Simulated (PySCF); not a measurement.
C4H10In, doublet, at a GFN2-xTB geometry (such geometries of metal compounds can be far from the true shape) (the spin is typed, not shown lowest) (all electrons, no relativity). Base run: B3LYP/STO-3G in PySCF.

Geometry (Å):
```xyz
15

In     0.5226     0.1109     0.0955
C     -0.9584    -0.7170     1.8630
C     -0.7096    -2.1953     2.0930
H     -1.9695    -0.5401     1.4863
H     -0.8168    -0.1447     2.7823
H      0.3023    -2.3665     2.4653
H     -0.8324    -2.7592     1.1652
H     -1.4077    -2.6102     2.8273
C     -0.3276     0.4469    -2.1778
C     -0.8680     1.8580    -2.3067
H     -1.1238    -0.2932    -2.2948
H      0.4505     0.2520    -2.9186
H     -0.0695     2.5934    -2.1889
H     -1.6275     2.0543    -1.5459
H     -1.3294     2.0234    -3.2857
```
Charge 0, spin multiplicity 2.
Orbitals are unrestricted.
All else is at PySCF's defaults.

Each row names what was changed in the base input (with any setting that the change needs).

| change | E (Eh) | HOMO (eV) | dipole (D) | <S^2> | core-seconds (rough) | outcome |
|---|---|---|---|---|---|---|
| base | -5841.33074 | -1.74 | 1.05 | 0.754 | 10 | converged |
| functional = wb97m_v | - | - | - | - | - | cut at the time limit |
| functional = m062x | -5841.50167 | -2.96 | 1.27 | 0.754 | 10 | converged |
| functional = m06 | -5841.07840 | -1.87 | 0.94 | 0.752 | 10 | converged |
| functional = blyp | -5841.05894 | -0.72 | 0.87 | 0.752 | 10 | converged |
| functional = b97-1 | -5841.06540 | -1.64 | 0.97 | 0.753 | 10 | converged |
| functional = lda,vwn | -5834.17847 | -0.76 | 0.54 | 0.751 | 5 | converged |
| functional = revpbe | -5840.95806 | -0.85 | 0.93 | 0.752 | 10 | converged |
| functional = b3lyp; dispersion = d3bjm | -5841.35666 | -1.74 | 1.05 | 0.754 | 10 | converged |
| functional = scan | -5841.73595 | -1.21 | 1.08 | 0.755 | 20 | converged |
| functional = b97m_v | - | - | - | - | - | cut at the time limit |
| functional = hf | -5838.25593 | -4.38 | 1.65 | 0.777 | 1 | converged |
| functional = camb3lyp | -5841.39496 | -3.14 | 1.11 | 0.756 | 20 | converged |

Absolute energies of different levels of theory aren't comparable as measures of quality.

Open shells are given as the SCF converged; they aren't shown to be the lowest states, and a large step between rows can be another state.
